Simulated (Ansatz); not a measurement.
`CBCO` + `C=N` → `C=NBC` + CH₃OH at 700 K and 1 bar (ligand exchange at a B–C bond).

Gas-phase electronic energies from Ansatz, PBE0-D4/def2-TZVP geometries. CCSD(T)/CBS is the MP2 limit (def2-TZVPP, def2-QZVPP) plus CCSD(T) − MP2 in def2-TZVPP, frozen cores. This one scheme is used for every species. One conformer a species, not always the lowest.

| species | CCSD(T)/CBS energy (Eh) | H − E (kJ/mol) | S (J/(mol·K)) |
| --- | --- | --- | --- |
| `CBCO` | -180.26920 | 306.8 | 430.0 |
| `C=N` | -94.52360 | 135.6 | 268.6 |
| `C=NBC` | -159.21633 | 274.2 | 396.8 |
| CH₃OH | -115.61712 | 170.8 | 288.5 |

H − E and S are ideal-gas, rigid-rotor, harmonic terms from PBE0-D4/def2-TZVP, for one conformer and one mirror image of each species. 1 Eh = 2625.50 kJ/mol, R = 8.31446 J/(mol·K).

By hand: ΔE, ΔH, ΔS and ΔG.

ΔE = (-159.21633) + (-115.61712) − (-180.26920) − (-94.52360) = -0.04065 Eh = -106.7 kJ/mol. Δ(H − E) = 274.2 + 170.8 − 306.8 − 135.6 = 2.6, so ΔH = -104.1 kJ/mol. ΔS = 396.8 + 288.5 − 430.0 − 268.6 = -13.3 J/(mol·K). ΔG = -104.1 − 700 × (-13.3)/1000 = -94.8 kJ/mol.

By hand: the equilibrium constant, and the temperature at which ΔG would vanish if ΔH and ΔS stayed fixed.

log₁₀ K = −ΔG/(RT ln 10) = 7.1. ΔG = 0 at ΔH/ΔS = 7827 K, far beyond where these terms or the molecules hold.

The number of gas molecules stays the same, so ΔS is small and ΔH decides. A doubt of 5 kJ/mol in ΔE shifts log₁₀ K by 0.4 here. Other conformers and mirror images would add mixing entropy, several J/(mol·K) or more a flexible species. These are equilibria of isolated gas molecules and say nothing of rates. Largest T1 diagnostic: 0.014 (customary marks: 0.02 for closed shells, 0.045 for open ones).
